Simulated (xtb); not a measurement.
C₃H₃ (SMILES [CH]1C=C1), doublet, at a GFN2-xTB geometry. Base run: xtb with GFN2-xTB.

Here is a job for xtb.
```
$ xtb mol.xyz --gfn 2 --uhf 1 --json

# file mol.xyz
6

C      0.01137253     0.00043044     0.89107543
C      0.06264617    -0.66008582    -0.41729858
C      0.04247067     0.66144996    -0.41767946
H     -0.79304238    -0.01164344     1.60888743
H      0.07098274    -1.56700412    -0.97228411
H      0.02312338     1.56788010    -0.97318762
```

Each row names what was changed in the base input (with any setting that the change needs).

```csv
change,ΔE vs base (kcal/mol),dipole (D),SCF cycles
base,0.000,1.48,9
etemp = 1000,-0.001,1.48,9
etemp = 3000,-0.595,1.38,9
acc = 0.0001,0.000,1.48,15
```
